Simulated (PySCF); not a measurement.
**Ionisation energy of P⁺ by level of theory**

P⁺ [Ne] 3s2 3p2 (3P) → P²⁺ [Ne] 3s2 3p1 (2P), as a difference of total energies. All numbers are calculated (PySCF 2.14, the non-relativistic Hamiltonian (point nucleus), in aug-cc-pwCVDZ (6s5p3d, 36 functions)). Correlated levels: valence: [Ne] frozen; valence and next inner shell: 1s2 frozen; nothing frozen. The calculations carry no spin-orbit coupling.

```
                                method  ionisation energy (eV)  plus first-order spin-orbit estimate  difference from reference of that sum (eV)
                                   UHF                  19.168                                19.162                                      -0.607
                                   LDA                  19.829                                19.823                                      +0.054
                                   PBE                  19.787                                19.781                                      +0.012
                                  PBE0                  19.820                                19.813                                      +0.044
                                r2SCAN                  19.936                                19.930                                      +0.161
                                M06-2X                  19.567                                19.561                                      -0.208
                               r2SCAN0                  19.916                                19.910                                      +0.141
                             BHandHLYP                  19.625                                19.619                                      -0.150
                                 B3LYP                  19.752                                19.745                                      -0.024
                         MP2 (valence)                  19.504                                19.498                                      -0.271
                     SCS-MP2 (valence)                  19.421                                19.415                                      -0.354
    MP2 (valence and next inner shell)                  19.495                                19.489                                      -0.280
SCS-MP2 (valence and next inner shell)                  19.413                                19.406                                      -0.363
                   MP2 (all electrons)                  19.496                                19.489                                      -0.280
               SCS-MP2 (all electrons)                  19.413                                19.407                                      -0.362
```

Reference: 19.769 eV (semi-empirical (NIST evaluation); NIST Atomic Spectra Database, ionization energies).

A first-order spin-orbit estimate (lowest level to lowest level, LS coupling) adds -0.006 eV.

Errors of the correlated levels include the incompleteness of this basis and the frozen core.
